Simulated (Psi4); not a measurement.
C2H5ClInN, singlet, at a GFN2-xTB geometry (such geometries of metal compounds can be far from the true shape) (core potentials on In).

Input for Psi4:
```
memory 2 GB

molecule {
0 1
In   -0.09458099    0.09770751    0.03443906
Cl    1.23460350   -0.28148916    1.88936852
C    -0.07511966   -1.29483055   -1.69318585
C    -0.72178521   -1.01925754   -2.80705737
H     0.51077671   -2.19830979   -1.57266691
H    -0.70302703   -1.68640127   -3.66164270
H    -1.30303639   -0.11531657   -2.92672614
N    -1.00759831    1.94769640    0.08767438
H    -1.08159685    2.27188674    1.04800146
H    -1.94229015    1.97644247   -0.30600553
}

set {
  basis def2-sv(p)
}

energy('pbe0')
print_variables()
```

### Question
What does this run give for the nuclear repulsion energy, number of basis functions, total energy, dipole moment?

### Answer

The nuclear repulsion energy is 293.9912 Eh and the number of basis functions is 96. The total energy comes out as -783.7449 Eh and the dipole moment is 3.05 D.
